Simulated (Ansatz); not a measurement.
Geometry optimisation, UKS BHLYP/def2-SVP (Ansatz 0.2.0).

Input:

```yaml
crystal:
  periodic: [false, false, false]
  atoms:
    - { symbol: Si, position_ang: [-0.24291, 0.129271, 0.526605] }
    - { symbol: S, position_ang: [1.387414, -0.981312, -0.307052] }
    - { symbol: O, position_ang: [-1.345298, 0.187718, -0.657499] }
    - { symbol: H, position_ang: [-0.997236, -0.371324, -1.359641] }
    - { symbol: F, position_ang: [0.160738, 1.587772, 1.009015] }
    - { symbol: F, position_ang: [-0.775233, -0.625147, 1.817335] }
    - { symbol: H, position_ang: [1.812525, 0.072921, -1.028765] }
magnetization:
  spin_polarized: true
basis:
  gaussian: { orbitals: def2-SVP }
hamiltonian:
  xc: { name: BHLYP }
relax:
  f_tol: 0.03
  max_steps: 50
output:
  orbitals: {}
```

Command:

```bash
$ ansatz run input.yaml --threads 2 --pin off --max-ram 3072MiB --backend cpu --events-out ev --progress --plain --runs-dir out
```

**Question.** Where does it end, and by what steps?

**Answer.** It converged. After 13 steps the energy has fallen by 0.165 eV; H4 moved furthest, 0.50 Å.

```tsv
step	energy less start (eV)	largest force component (eV/Å)	accepted
0	0.0000	0.541	yes
1	-0.0735	0.610	yes
2	-0.0957	0.574	yes
3	-0.1304	0.401	yes
4	-0.1362	0.142	yes
5	-0.1443	0.142	yes
6	-0.1560	0.225	yes
7	-0.1571	0.397	yes
8	-0.0131	2.478	no
9	-0.1598	0.367	yes
10	-0.1636	0.072	yes
11	-0.1638	0.050	yes
12	-0.1643	0.052	yes
13	-0.1646	0.020	yes
```

```xyz
7
Properties=species:S:1:pos:R:3
Si -0.157 0.127 0.466
S 1.621 -0.872 -0.062
O -1.211 0.331 -0.748
H -1.491 -0.414 -1.273
F 0.116 1.589 1.030
F -0.786 -0.737 1.649
H 1.908 -0.024 -1.061
```

Time of the run: 46 s on 2 threads of Arm Neoverse V1 (shared host), peak memory 0.26 GiB.
